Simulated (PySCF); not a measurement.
Species: C₅H₁₅NSi₂.
Cartesian coordinates in Å at the PBE0-D3(BJ)/def2-SVP level; atoms count from 1:
```
atom  x, y, z in Å
C1     3.2586    0.9015   -0.5631
N2     2.3148   -0.0416   -0.0143
Si3    1.0933    0.3640    1.1538
C4    -0.2386   -0.9920    1.2281
C5    -1.6137   -0.3310    1.3992
C6    -1.8822    0.7612    0.3501
C7    -3.2634    1.3892    0.4873
Si8   -0.4167    1.9964    0.4218
H9     2.7658    1.8761   -0.7125
H10    3.6194    0.5746   -1.5531
H11    4.1487    1.0833    0.0717
H12    2.6652   -0.9942    0.0089
H13    1.6142    0.6459    2.5400
H14   -0.0515   -1.7376    2.0169
H15   -0.2023   -1.5255    0.2615
H16   -1.6885    0.1154    2.4094
H17   -2.4148   -1.0915    1.3543
H18   -1.8022    0.2878   -0.6478
H19   -3.4554    2.1357   -0.2987
H20   -4.0594    0.6275    0.4230
H21   -3.3747    1.8990    1.4585
H22   -0.6968    3.0765    1.4242
H23   -0.1486    2.6449   -0.9011
```

Computed with PySCF at PBE0/pcSseg-1, non-relativistic, on one gas-phase PBE0-D3(BJ)/def2-SVP geometry that isn't relaxed in the solvent. The solvent is an IEF-PCM continuum (van der Waals radii × 1.2). Only the electrostatic response of the medium enters.

Gas phase at PBE0/pcSseg-1: HOMO -6.50 eV, LUMO 0.25 eV, dipole 1.36 D.

What does the continuum do to the energy, the frontier levels and the dipole at PBE0/pcSseg-1 in chloroform?

| solvent | ε | E(solvent) − E(gas) (kcal/mol) | polarisation term (kcal/mol) | distortion of the solute (kcal/mol) | HOMO (eV) | LUMO (eV) | dipole (D) |
| --- | --- | --- | --- | --- | --- | --- | --- |
| chloroform | 4.711 | -1.75 | -1.87 | 0.12 | -6.44 | 0.31 | 1.62 |

The first energy column is the sum of the next two and covers electrostatics alone.

Which radius a makes the point-dipole formula ΔE = −[(ε − 1)/(2ε + 1)]·μ²/a³ give the value in chloroform, with the gas-phase dipole?

μ = 0.534 au and |ΔE| = 0.00279 Eh give a = 1.75 Å; the farthest nucleus lies 4.37 Å from the centroid of the nuclei, so such a sphere wouldn't even hold the nuclei. The formula assumes a rigid point dipole at the centre of a sphere.

Give the dipole vector in the frame of the coordinates (D, pointing from negative to positive charge), gas and chloroform.

Gas (0.63, -1.10, -0.48), solvent (0.70, -1.35, -0.56). Its length changes by +20 % and its direction by 2°.

Which IAO charges (PBE0/pcSseg-1) respond most in chloroform (means over atoms taken as equivalent)?

```csv
atoms,environment,gas (e),solvent (e),change
H12,N–H hydrogen,+0.252,+0.262,+0.010
H13,Si–H hydrogen,-0.156,-0.165,-0.009
N2,silicon-bound nitrogen,-0.663,-0.670,-0.007
H22,Si–H hydrogen,-0.106,-0.111,-0.005
C1,N-methyl carbon,-0.287,-0.290,-0.003
C7,methyl carbon,-0.401,-0.404,-0.003
H23,Si–H hydrogen,-0.101,-0.104,-0.003
Si3,SiH silicon,+0.737,+0.740,+0.003
```

How do the nuclear quadrupole coupling constants eQVzz/h respond in chloroform?

| nucleus | Q (barn) | gas (MHz) | solvent (MHz) | η gas | η solvent |
| --- | --- | --- | --- | --- | --- |
| 14N at N2 | 0.02044 | -5.24 | -5.11 | 0.34 | 0.34 |

The run took 90 s of wall time on one thread, Arm Neoverse N1 (aarch64), no GPU (shared host), and the process peaked at 1.3 GiB of memory. This is the whole shielding run at PBE0/pcSseg-1 in chloroform, SCF included.
